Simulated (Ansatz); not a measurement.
Complex (SMILES): [SiH4] (SiH4) with [H][H] (H2), atoms 1 to 5 the first; geometry from B3LYP-D3(BJ)/def2-TZVP, monomers rigid:
```xyz
7

Si     0.0572    -0.2137    -0.1147
H      1.0024     0.6011     0.6813
H     -0.6863    -1.1236     0.7855
H     -0.8976     0.6793    -0.8090
H      0.8074    -1.0085    -1.1129
H     -1.6187     1.7089     2.1168
H     -2.0030     2.1245     2.5994
```

Interaction energy at MP2 with Ansatz (an electronic-structure program), kcal/mol, without and with the counterpoise correction (monomers among the partner's ghost functions). Cartesian d functions, on some or all atoms, in 6-31G**; all else is spherical. Cores are frozen. No added dispersion term, no relativity. Reference, counterpoise-corrected: Hartree-Fock in aug-cc-pV(Q+d)Z plus the correlation part extrapolated as X^-3 from aug-cc-pV(T+d)Z and aug-cc-pV(Q+d)Z, -0.13.

```
basis            functions  uncorrected
---------------  ---------  -----------
3-21G                   25        -0.24
pcseg-1                 48        -0.08
6-31G**                 49        -0.02
cc-pV(D+d)Z             53        -0.04
def2-TZVPP             126        -0.09
jun-cc-pV(T+d)Z        132        -0.11
def2-QZVPPD            274        -0.12
cc-pV(5+d)Z            430        -0.12
```

Q: How large is the counterpoise correction in each set?

A: 3-21G 0.41, pcseg-1 0.21, 6-31G** 0.13, cc-pV(D+d)Z 0.13, def2-TZVPP 0.06, jun-cc-pV(T+d)Z 0.08, def2-QZVPPD 0.02, cc-pV(5+d)Z 0.01 kcal/mol. The corrected value lies nearer the reference in 0 of 8 rows.
